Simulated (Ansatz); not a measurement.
`F[SiH2][SiH](F)Br` → `F[SiH2]F` + `[SiH]Br` at 600 K and 1 bar (silylene formation by 1,1-elimination).

Gas-phase electronic energies from Ansatz, PBE0-D4/def2-TZVP geometries. CCSD(T)/CBS adds triple-zeta CCSD(T) − MP2 to the extrapolated MP2 energy (def2 sets, frozen cores). This one scheme is used for every species. For Br outer-core shells are correlated without core-valence functions, which leaves a few kJ/mol of doubt a bond. Scalar relativity is left out up to krypton. One conformer a species, not always the lowest.

```csv
species,CCSD(T)/CBS energy (Eh),H − E (kJ/mol),S (J/(mol·K))
`F[SiH2][SiH](F)Br`,-3353.03256,148.3,466.8
`F[SiH2]F`,-489.99391,92.8,309.1
`[SiH]Br`,-2862.97869,44.0,294.9
```

H − E and S are ideal-gas, rigid-rotor, harmonic terms from PBE0-D4/def2-TZVP, for one conformer and one mirror image of each species. 1 Eh = 2625.50 kJ/mol, R = 8.31446 J/(mol·K).

Q: By hand: ΔE, ΔH, ΔS and ΔG.

A: ΔE = (-489.99391) + (-2862.97869) − (-3353.03256) = 0.05996 Eh = 157.4 kJ/mol. Δ(H − E) = 92.8 + 44.0 − 148.3 = -11.5, so ΔH = 145.9 kJ/mol. ΔS = 309.1 + 294.9 − 466.8 = 137.2 J/(mol·K). ΔG = 145.9 − 600 × (137.2)/1000 = 63.6 kJ/mol.

Q: By hand: the equilibrium constant, and the temperature at which ΔG would vanish if ΔH and ΔS stayed fixed.

A: log₁₀ K = −ΔG/(RT ln 10) = -5.5. ΔG = 0 at ΔH/ΔS = 1063 K.

The number of gas molecules changes by +1, which sets the sign of ΔS. A doubt of 5 kJ/mol in ΔE shifts log₁₀ K by 0.4 here. Other conformers and mirror images would add mixing entropy, several J/(mol·K) or more a flexible species. Modes under 60 cm⁻¹, often nearly free rotors, make the harmonic entropy too high. These are equilibria of isolated gas molecules and say nothing of rates. Largest T1 diagnostic: 0.012 (customary marks: 0.02 for closed shells, 0.045 for open ones).
